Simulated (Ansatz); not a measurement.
Cd₁₀Te₁₀H₃₀. Total charge 0; triplet. Geometry PBE-D4/def2-SVP, that of the neutral singlet; atoms count from 1.

Cartesian coordinates in Å:
```
Cd 2.879 -2.762 -0.175
Cd 4.183 3.083 -1.896
Cd -0.594 -2.998 -2.649
Cd -1.378 2.894 -4.397
Cd 4.656 2.073 1.513
Cd -0.894 -3.047 1.946
Cd -0.525 2.514 4.548
Cd 0.020 1.249 -0.063
Cd -3.973 1.145 -2.696
Cd -3.598 1.327 3.209
Te 3.962 -0.233 -1.562
Te 3.595 -1.462 2.475
Te 0.255 -1.667 -0.263
Te 1.047 2.619 -2.348
Te -0.751 -0.414 -4.289
Te -3.475 -2.521 -1.880
Te 1.571 2.068 2.177
Te -0.452 -0.790 3.984
Te -3.837 -2.220 1.973
Te -2.803 1.351 0.177
H 3.669 -4.214 -0.578
H 4.058 3.159 -0.159
H 4.743 3.247 -3.482
H -0.119 -4.385 -3.513
H -0.626 3.371 -5.832
H -2.583 2.584 -3.171
H 4.585 0.417 0.841
H 5.371 3.211 2.556
H -0.626 -4.610 2.584
H 0.458 2.751 5.899
H -1.901 2.478 3.473
H -3.017 -0.324 -3.126
H -5.511 1.876 -2.693
H -2.849 -0.289 3.454
H -4.949 2.345 3.401
H 5.592 -0.646 -1.567
H 3.830 -0.853 -3.154
H 5.225 -1.862 2.427
H 3.292 -2.900 3.344
H 0.640 4.060 -1.584
H 0.609 -0.719 -5.286
H -1.735 -1.075 -5.481
H -4.321 -2.780 -3.310
H -3.770 -4.155 -1.449
H 1.371 3.677 1.728
H 1.045 -1.382 4.587
H -1.237 -1.634 5.211
H -3.901 -2.830 3.540
H -4.334 -3.755 1.405
H -2.898 3.027 0.151
```

In the def2 sets Cd, Te take a core potential; there is no spin–orbit coupling. Single mean-field runs in def2-TZVP are fitted with def2-universal-jkfit. At PBE0-D4/def2-TZVP a singlet of charge 0 lies 3.60 eV below the triplet at the same geometry.

(1) Estimate the Mulliken populations of the heavy atoms from the PBE0/def2-TZVP orbitals of Ansatz.

(2) Where does the spin sit?

(3) And the Mayer bond orders between heavy atoms (over 0.3)?

## Answers

(1) 
```tsv
atom	charge (e)	spin (α − β)	d electrons
Cd1	0.47	-0.01	9.98
Cd2	0.38	0.00	9.96
Cd3	0.43	0.03	9.98
Cd4	0.38	0.00	9.96
Cd5	0.35	0.04	9.96
Cd6	0.42	0.00	9.98
Cd7	0.38	0.04	9.95
Cd8	0.59	0.00	10.01
Cd9	0.37	0.00	9.96
Cd10	0.35	0.02	9.96
Te11	-0.17	0.00	–
Te12	-0.15	0.06	–
Te13	-0.81	0.03	–
Te14	-0.46	0.08	–
Te15	-0.15	0.00	–
Te16	-0.13	0.00	–
Te17	-0.22	0.91	–
Te18	-0.25	0.12	–
Te19	-0.09	0.00	–
Te20	-0.46	0.03	–
```
Mulliken values depend strongly on the basis.

(2) Summed by element: Cd 0.13, Te 1.23, H 0.64, of 2 unpaired in all. Largest on single atoms: Te17 0.91, H45 0.24, H47 0.15.

(3) Cd1–Te12 0.38 (3.04 Å); Cd1–Te13 0.51 (2.85 Å); Cd3–Te13 0.50 (2.86 Å); Cd3–Te16 0.35 (3.02 Å); Cd6–Te13 0.51 (2.85 Å); Cd6–Te18 0.33 (3.07 Å); Cd6–Te19 0.38 (3.06 Å); Cd8–Te13 0.41 (2.93 Å); Cd8–Te14 0.56 (2.86 Å); Cd8–Te17 0.54 (2.84 Å); Cd8–Te20 0.57 (2.83 Å).
